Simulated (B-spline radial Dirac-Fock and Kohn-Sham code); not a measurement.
Anomalous scattering factors of Cs, 9.2517 keV to 56.11 keV

Model: the dispersion relation over Dirac-Hartree-Slater subshell photoionisation cross sections, with the Kissel-Pratt high-energy constant (isolated atom, no bound-bound lines or fine structure). Program: a radial atomic solver. The forward scattering factor is f₀ + f′ + i f″.

Input file task.json (cfg lists n, l and occupation; rrms is the nuclear radius in fm):

```json
{"items": [{
  "Z": 55,
  "q": 0,
  "cfg": [[1, 0, 2], [2, 0, 2], [2, 1, 6], [3, 0, 2], [3, 1, 6], [3, 2, 10], [4, 0, 2], [4, 1, 6], [4, 2, 10], [5, 0, 2], [5, 1, 6], [6, 0, 1]],
  "A": 133,
  "rrms": 4.8041,
  "do": "dispersion",
  "hv": [525.2, 569.1, 611.7, 706.6, 790.7, 1000.0, 1053.0, 1253.6, 1289.0, 1486.9, 1512.0, 1536.0, 1621.0, 1723.0, 1934.0, 2000.0, 2406.0, 2984.4, 3248.0, 4000.0, 4510.9, 4575.0, 5414.7, 5462.0, 5569.0, 6000.0, 6403.9, 6930.3, 8047.8, 9251.7, 10130.0, 12000.0, 12940.0, 13100.0, 15000.0, 17479.3, 18970.0, 19180.0, 22162.9, 24209.8, 25520.0, 30000.0, 40000.0, 56110.0],
  "edges": {"K": 35985.0, "L1": 5714.0, "L2": 5359.0, "L3": 5012.0, "M1": 1211.0, "M2": 1071.0, "M3": 1003.0, "M4": 740.5, "M5": 726.6, "N1": 232.3, "N2": 172.4, "N3": 161.3, "N4": 79.8, "N5": 77.5}
}]}
```

Command: `python xray2_run.py task.json out`

Edges near this range: K 35985.0 eV.

```
hν (eV)   λ (Å)  f′ (e)  f″ (e)  tabulated f′  tabulated f″
 9251.7   1.340  -0.162   6.350         -0.19          6.28
  10130   1.224  -0.004   5.465         -0.03          5.38
  12000   1.033   0.054   4.111          0.03          4.00
  12940  0.9581   0.017   3.616         -0.01          3.49
  13100  0.9464   0.008   3.541         -0.01          3.42
  15000  0.8266  -0.123   2.805         -0.15          2.69
17479.3  0.7093  -0.325   2.149         -0.35          2.07
  18970  0.6536  -0.448   1.861         -0.47          1.80
  19180  0.6464  -0.466   1.825         -0.49          1.76
22162.9  0.5594  -0.710   1.412         -0.73          1.38
24209.8  0.5121  -0.880   1.206         -0.89          1.18
  25520  0.4858  -0.993   1.097         -1.01          1.08
  30000  0.4133  -1.463   0.819         -1.47          0.80
  40000  0.3100       ?       ?             ?             ?
  56110  0.2210  -0.100   1.675         -0.11          1.66
```

Task: What are f′ and f″ at 40000 eV?

Result: f′ = -1.291 and f″ = 2.943 electrons (tables: -1.31 and 2.93). By the optical theorem f″ corresponds to a photoabsorption cross section 2 rₑ λ f″ = 5140 b.

Tabulated f′: xraylib 4.2 anomalous scattering factors (Cullen et al., EPDL97); f″: Chantler's tables (J. Phys. Chem. Ref. Data 1995 and 2000). Both are theoretical tables.

Values without a named source are computed, but for edge energies of neutral atoms, which are taken from tables.
